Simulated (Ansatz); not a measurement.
Geometry optimisation, Ansatz 0.2.0, RKS B3LYP/cc-pVDZ.

Input file:

```yaml
crystal:
  periodic: [false, false, false]
  atoms:
    - { symbol: Al, position_ang: [0.12072, -0.24502, 0.154381] }
    - { symbol: "N", position_ang: [-0.006585, -0.152203, 2.030651] }
    - { symbol: H, position_ang: [-0.803728, -0.540837, 2.533059] }
    - { symbol: H, position_ang: [0.830429, -0.30737, 2.592334] }
    - { symbol: H, position_ang: [1.509713, -0.15781, -0.572553] }
    - { symbol: O, position_ang: [-1.316524, -0.504831, -0.774039] }
    - { symbol: H, position_ang: [-2.164514, -0.732024, -0.377146] }
    - { symbol: O, position_ang: [-0.376604, 2.614225, 0.755274] }
    - { symbol: H, position_ang: [-1.320091, 2.6265, 0.530454] }
    - { symbol: H, position_ang: [-0.340716, 2.02917, 1.555986] }
basis:
  gaussian: { orbitals: cc-pVDZ }
hamiltonian:
  xc: b3lyp
relax:
  f_tol: 0.03
  max_steps: 50
```

Run as:

```bash
$ ansatz run input.yaml --threads 2 --pin off --max-ram 3072MiB --backend cpu --events-out ev --progress --plain --runs-dir out
```

Q: Where does it end, and by what steps?

A: The forces met the threshold. After 24 steps the energy has fallen by 0.587 eV; H7 moved furthest, 0.81 Å. Joined: Al1–O8 (2.96 → 2.05 Å).

| step | energy less start (eV) | largest force component (eV/Å) | accepted |
| --- | --- | --- | --- |
| 0 | 0.0000 | 1.201 | yes |
| 1 | -0.1689 | 0.977 | yes |
| 2 | -0.3535 | 1.438 | yes |
| 3 | -0.4276 | 1.159 | yes |
| 4 | -0.5012 | 0.442 | yes |
| 5 | -0.5148 | 0.152 | yes |
| 6 | -0.5170 | 0.396 | yes |
| 7 | -0.5173 | 0.358 | yes |
| 8 | -0.5203 | 0.090 | yes |
| 9 | -0.5227 | 0.206 | yes |
| 10 | -0.5230 | 0.683 | yes |
| 11 | -0.5335 | 0.461 | yes |
| 12 | -0.5444 | 0.271 | yes |
| 13 | -0.4826 | 0.870 | no |
| 14 | -0.5534 | 0.191 | yes |
| 15 | -0.5569 | 0.289 | yes |
| 16 | -0.5614 | 0.569 | yes |
| 17 | -0.5713 | 0.243 | yes |
| 18 | -0.5752 | 0.210 | yes |
| 19 | -0.5564 | 0.851 | no |
| 20 | -0.5736 | 0.263 | no |
| 21 | -0.5823 | 0.068 | yes |
| 22 | -0.5857 | 0.055 | yes |
| 23 | -0.5858 | 0.196 | yes |
| 24 | -0.5865 | 0.026 | yes |

```xyz
10
Properties=species:S:1:pos:R:3
Al -0.055 0.077 0.322
N 0.032 0.030 2.180
H -0.702 -0.480 2.675
H 0.912 -0.189 2.648
H 1.236 -0.161 -0.570
O -1.676 -0.245 -0.268
H -1.824 -0.681 -1.113
O -0.287 2.090 0.608
H -1.196 2.337 0.366
H -0.308 1.852 1.580
```

Whether the end is a true minimum wasn't checked by a vibrational analysis.

Run time: 52 s on 2 threads of Arm Neoverse V1, with other jobs on the host, peak memory 0.17 GiB.
